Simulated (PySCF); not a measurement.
# Static response to an electric field

Compound: ortho-chlorotoluene, C₇H₇Cl.
Geometry (PBE0-D3(BJ)/def2-SVP, Å), atoms numbered from 1 in this order:
```xyz
15
C7H7Cl angstrom
C     -2.2660   -0.1033   -0.0691
C     -0.7852    0.0920    0.0278
C      0.1061   -0.9799   -0.0966
C      1.4849   -0.8037   -0.0072
C      2.0090    0.4682    0.2116
C      1.1501    1.5563    0.3402
C     -0.2259    1.3598    0.2478
Cl    -1.2753    2.7353    0.4125
H     -2.7704    0.2290    0.8519
H     -2.5135   -1.1593   -0.2412
H     -2.6912    0.4943   -0.8907
H     -0.3024   -1.9794   -0.2685
H      2.1509   -1.6633   -0.1092
H      3.0885    0.6193    0.2836
H      1.5347    2.5629    0.5124
```

Level: wB97X-D/def2-SVPD (PySCF), static field, nuclei fixed, core orbitals frozen in the response. The polarisability tensor in these axes (au):

```
x   113.97  -7.79   1.27
y    -7.79 108.33   7.18
z     1.27   7.18  60.51
```

Diagonalise the tensor; give its mean and Δα, where Δα² is half the sum of the squared differences of the eigenvalues.

Principal values 59.35, 103.86 and 119.60 au; mean 94.27 au = 13.97 Å³ = 15.54 × 10⁻⁴⁰ C²·m²/J; Δα = 54.12 au (57 % of the mean).

What is the dipole moment, and where does it point?

(0.58, -1.44, -0.20) D, 1.57 D in size, pointing from the negative to the positive side. Measured along this direction, the outermost atoms are Cl8 at the negative end and H13 at the positive end.

Estimate the molar refractivity from the static electronic polarisability.

Lorentz–Lorenz: R = (4π/3)N_A α = 2.5225 cm³/(mol·Å³) × 13.97 Å³ = 35.2 cm³/mol, in the limit of long wavelengths.

Form Σ f/ω² (atomic units) for the 10 lowest TDDFT singlets, given as eV and f, and set it beside the mean polarisability, which is this sum over all singlets: 5.30, 0.0034; 5.94, 0.0436; 6.71, 0.0000; 6.78, 0.5011; 6.83, 0.6522; 7.30, 0.0177; 7.40, 0.0001; 7.44, 0.0002; 7.72, 0.0019; 7.77, 0.0041.

They add up to 19.75 au, 20.9 % of the 94.27 au; the largest single term is 10.34 au, from the state at 6.83 eV. Terms in order: 0.09, 0.91, 0.00, 8.08, 10.34, 0.25, 0.00, 0.00, 0.02, 0.05 au. Higher excitations give the rest. The strengths listed sum to 1.224.

In a dilute gas of rigid molecules at 350 K, how does the orientational term μ²/3kT compare with the electronic polarisability?

In Gaussian units μ²/3kT = 16.96 Å³ against 13.97 Å³, a ratio of 1.21; the Debye molar polarisation (4π/3)N_A(α + μ²/3kT) is 78.0 cm³/mol, leaving out the vibrational part.

Isolated species at its PBE0-D3(BJ)/def2-SVP geometry, gas phase.
